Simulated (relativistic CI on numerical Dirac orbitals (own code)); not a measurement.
# Pb+: from the plainest model towards the measured levels

Calculated with a relativistic CI code on KLI orbitals (one set per configuration, finite nucleus), adding one ingredient at a time: step 1, Dirac-Coulomb, each configuration alone; step 2, with Breit and QED terms; step 3, with configuration mixing; step 4, with scaled Slater integrals (0.85); step 5, with a P86 correlation estimate; step 6, tied to the ionisation limit. P86 is a density functional for the correlation energy, evaluated here for each configuration and added to its levels. Step 6 is semi-empirical: configurations made of the next ion and one excited electron move by -3578 cm⁻¹, so that their limit matches the tabulated ionisation energy, and those with a non-penetrating f or g electron also take the P86 value of the least penetrating other one.

Configuration list (outside the closed core [Xe] 4f14 5d10): 6s2 6p, 6s 6p2, 6s2 7s, 6s2 6d, 6s2 7p, 6s2 8s, 6s2 5f, 6s2 7d, 6s2 6g, 6p3, 6s 6p 6d, 6s2 8p, 6s2 6f, 6s2 8d, 6s2 7f, 6s2 8f.

Computed minus measured energy above the ground level, in cm⁻¹, for 9 of the 15 excited levels that pair in every step (one J of a term; a digit in brackets numbers repeated terms):

```
Configuration  Term    J  Measured  Step 1  Step 2  Step 3  Step 4  Step 5  Step 6
       6s2 6p   2P°  3/2     14081     532     314    -758    -487    -468    -468
       6s 6p2    4P  1/2     57910  -10486  -10746   -7244   -5357   -3993   -3997
       6s2 7s    2S  1/2     59449   -1768   -1945    1352     474    3535     -26
       6s2 6d    2D  5/2     68964    1197     934    2302    2431    5129    2743
       6s2 7p   2P°  1/2     74459   -2917   -3128      79    -778    2880    -689
       6s2 8s    2S  1/2     89180   -3737   -3955    -662   -1577    3296    -371
       6s2 5f   2F°  7/2     92515   -3839   -4086   -1118   -1916    2385   -1172
       6s2 7d    2D  3/2     94285   -4116   -4365     697    -745    3717     432
       6s2 6g    2G  9/2    108970   -4772   -5015   -1507   -2438    4529      80
```

Mean absolute errors in cm⁻¹, over all paired levels and for the configurations:

| Configuration, levels | Step 1 | Step 2 | Step 3 | Step 4 | Step 5 | Step 6 |
| --- | --- | --- | --- | --- | --- | --- |
| all, 15 | 4089 | 4272 | 1921 | 1926 | 3350 | 1239 |
| 6s2 6p, 1 | 532 | 314 | 758 | 487 | 468 | 468 |
| 6s 6p2, 2 | 10867 | 11199 | 7733 | 5799 | 4429 | 4444 |
| 6s2 7s, 1 | 1768 | 1945 | 1352 | 474 | 3535 | 26 |
| 6s2 6d, 2 | 650 | 645 | 1576 | 1662 | 3534 | 1790 |
| 6s2 7p, 2 | 3007 | 3228 | 55 | 820 | 2839 | 733 |
| 6s2 8s, 1 | 3737 | 3955 | 662 | 1577 | 3296 | 371 |
| 6s2 5f, 2 | 3837 | 4085 | 1113 | 1912 | 2389 | 1168 |
| 6s2 7d, 2 | 4513 | 4764 | 1035 | 547 | 3756 | 642 |
| 6s2 6g, 2 | 4772 | 5015 | 1507 | 2438 | 4529 | 80 |

Measured levels: NIST Handbook of Basic Atomic Spectroscopic Data (Sansonetti and Martin, J. Phys. Chem. Ref. Data 34, 1559 (2005)).

Question: What does each ingredient do to the ground and the excited configurations, and where is the model closest to experiment?

Answer: The Breit and QED terms change the top of the ground term (measured 14081) from 14613 to 14395. Mixing lowers the ground level by 3508, with 6p3 as its largest admixture; relative to it the configurations that move most are 6s2 7d by +5799, 6s2 6g by +3508, 6s 6p2 by +3466. Configurations whose own partners of that kind are not in the list rise by much of that lowering, so a short list can trade one imbalance for another. The P86 estimate moves 6s2 6g by +6967, 6s2 8s by +4873, 6s2 7d by +4303, and takes the mean absolute error of the excited configurations from 2029 to 3556; it overshoots. Step 6 takes that error from 3556 to 1294; the error more than halves for 6s2 7s, 6s2 7p, 6s2 8s, 6s2 5f, 6s2 7d; 6s2 6g gains from the shift and the changed P86 value together. The mean absolute error is lowest at step 6 (1239 cm⁻¹), and the largest single drop is from step 2 to 3 (4272 to 1921).
